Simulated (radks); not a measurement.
All-electron atom: Tc2+ in [Kr] 4d5.

Calculated with a radial shooting solver on a logarithmic mesh with Libxc functionals: scalar-relativistic Kohn-Sham, AM05, spin-polarised, spherical densities, point nucleus; open shells are filled with parallel spins first (spin-orbit coupling, left out, can overturn this in heavy ions).

Energy parts (Ry):
total: -8561.55247
kinetic: 8838.58566
electron-nucleus: -20594.30488
Hartree: 3441.86386
exchange-correlation: -247.69711

Orbitals (lengths in bohr, moments of r in powers of bohr; r(90%) holds 90 % of the orbital's charge):
orbital  occ.  eigenvalue (Ry)  r(90%)      <r^4>   <1/r>
1s down     1        -1533.051  0.0615  6.539e-06   44.67
1s up       1        -1533.050  0.0615  6.539e-06   44.67
2s up       1        -219.7814   0.231   0.001201   10.07
2s down     1        -219.7340   0.231   0.001201   10.08
2p up       3        -196.9063   0.212  0.0008598   9.788
2p down     3        -196.8701   0.212  0.0008594   9.789
3s up       1        -39.21368   0.614    0.06075   3.476
3s down     1        -39.18382   0.614    0.06060   3.476
3p up       3        -31.71018   0.630    0.06654   3.309
3p down     3        -31.67678   0.629    0.06628   3.310
3d up       5        -19.55096   0.637    0.07059   3.081
3d down     5        -19.50302   0.636    0.07006   3.082
4s up       1         -6.65714    1.54      2.451   1.289
4s down     1         -6.42349    1.53      2.396   1.299
4p up       3         -4.60870    1.74      3.924   1.147
4p down     3         -4.35709    1.73      3.855   1.157
4d up       5         -1.74639    2.51      17.10  0.8260
4d down     0         -1.48069    2.62      20.69  0.8171

The highest occupied level is 4d up at -23.761 eV. Summed over all electrons, <r^2> = 30.92 bohr^2, which gives a Langevin (diamagnetic) susceptibility term of -24.5 x 10^-6 cm^3/mol. Spin moment in Bohr magnetons: 5.
